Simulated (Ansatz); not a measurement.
Reaction (formal exchange of groups at the Si–O bond): `F[Si]O[SiH3]` + `CN(C)C=O` → `CN(C)[Si]F` + `O=CO[SiH3]`

Gas-phase electronic energies from Ansatz, PBE0-D4/def2-TZVP geometries. CCSD(T)/CBS is the MP2 limit (def2-TZVPP, def2-QZVPP) plus CCSD(T) − MP2 in def2-TZVPP, frozen cores. Functionals use def2-TZVPP. Each species was taken in one conformer, which may not be the lowest.

`F[Si]O[SiH3]`:

Cartesian coordinates in Å:
```
F -1.308 0.296 -2.132
Si -1.787 -0.838 -1.083
O -0.687 -0.678 0.109
Si 0.652 0.132 0.651
H 1.014 -0.428 1.975
H 1.772 -0.061 -0.302
H 0.343 1.577 0.782
```

`CN(C)C=O`:

Z-matrix (Å, degrees):
```
C
N 1 1.439
H 1 1.095 2 110.7
H 1 1.088 2 108.3 3 -119.9
H 1 1.095 2 110.7 3 120.2
C 2 1.436 1 118.0 3 -60.2
C 2 1.353 1 120.3 3 119.7
H 6 1.091 2 109.6 1 -180.0
H 6 1.095 2 111.1 1 -60.2
H 6 1.095 2 111.1 1 60.2
O 7 1.210 2 125.7 1 0.0
H 7 1.107 2 111.8 1 -180.0
```

`CN(C)[Si]F`:

Z-matrix (Å, degrees):
```
C
N 1 1.446
H 1 1.096 2 111.2
H 1 1.094 2 110.1 3 -119.8
H 1 1.096 2 111.2 3 120.4
C 2 1.445 1 113.8 3 -60.2
Si 2 1.710 1 118.4 3 119.8
H 6 1.089 2 110.2 1 -179.9
H 6 1.097 2 110.8 1 -59.6
H 6 1.097 2 110.8 1 59.8
F 7 1.626 2 100.1 1 -180.0
```

`O=CO[SiH3]`:

Cartesian coordinates in Å:
```
O -0.071 1.209 1.412
C 0.801 0.425 1.170
O 0.788 -0.415 0.139
Si -0.555 -0.367 -0.899
H 1.714 0.307 1.771
H -0.232 -1.407 -1.900
H -1.786 -0.715 -0.157
H -0.659 0.963 -1.537
```

Is it downhill or uphill in electronic energy at CCSD(T)/CBS, and by how much? (Best estimate.)

Computed: Uphill: ΔE = +79.1 kJ/mol.

What do these levels give: PBE-D4, revPBE-D4, r2SCAN-D4, B97M-V, r2SCAN0-D4, B2PLYP, r2SCAN0, CAM-B3LYP, CCSD(T)/def2-SVP, SCS-MP2/def2-TZVPP, MP2/def2-QZVPP, CCSD/CBS(def2)? (Estimate.)

Computed: PBE-D4 77.0, revPBE-D4 74.1, r2SCAN-D4 79.9, B97M-V 82.6, r2SCAN0-D4 82.1, B2PLYP 84.0, r2SCAN0 82.4, CAM-B3LYP 87.3, CCSD(T)/def2-SVP 65.3, SCS-MP2/def2-TZVPP 79.6, MP2/def2-QZVPP 81.5, CCSD/CBS(def2) 81.4 kJ/mol.

Largest T1 diagnostic among the species: 0.016.

Leaving LDA and LC-ωPBE aside and taking each functional with its dispersion term where it has one, the values, not all of them listed here, spread over 13.2 kJ/mol, from revPBE-D4 to BHLYP-D4. At CCSD(T), def2-SVP lies −13.8 kJ/mol from the extrapolated value and def2-TZVPP −1.9 kJ/mol.
